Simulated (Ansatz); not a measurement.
`F[SiH2][SiH3]` + H₂Se → `F[SiH2][SeH]` + SiH₄  (cleavage of the Si–Si bond)

Isolated molecules relaxed with PBE0-D4/def2-TZVP in Ansatz; ΔE leaves out vibrations. CCSD(T)/CBS adds triple-zeta CCSD(T) − MP2 to the extrapolated MP2 energy (def2 sets, frozen cores). This one scheme is used for every species. For Se outer-core shells are correlated without core-valence functions, which leaves a few kJ/mol of doubt a bond. Scalar relativity is left out up to krypton. Each species was taken in one conformer, which may not be the lowest.

| species | HF/def2-TZVPP energy (Eh) |
| --- | --- |
| `F[SiH2][SiH3]` | -680.33593 |
| H₂Se | -2401.00417 |
| `F[SiH2][SeH]` | -2790.11223 |
| SiH₄ | -291.25838 |

(1) Work out ΔE.

Largest T1 diagnostic among the species: 0.012.

Results:

(1) ΔE = (-2790.11223) + (-291.25838) − (-680.33593) − (-2401.00417) = -0.03051 Eh = -80.1 kJ/mol. CCSD(T)/CBS gives -77.0 kJ/mol.

From BLYP to BHLYP (50 % exact exchange), in def2-TZVPP and without D4, ΔE moves by −7.1 kJ/mol. Leaving LDA and LC-ωPBE aside and taking each functional with its dispersion term where it has one, the values, not all of them listed here, spread over 12.6 kJ/mol, from ωB97M-V to PBE-D4. At CCSD(T), def2-SVP lies +6.6 kJ/mol from the extrapolated value and def2-TZVPP +2.8 kJ/mol.
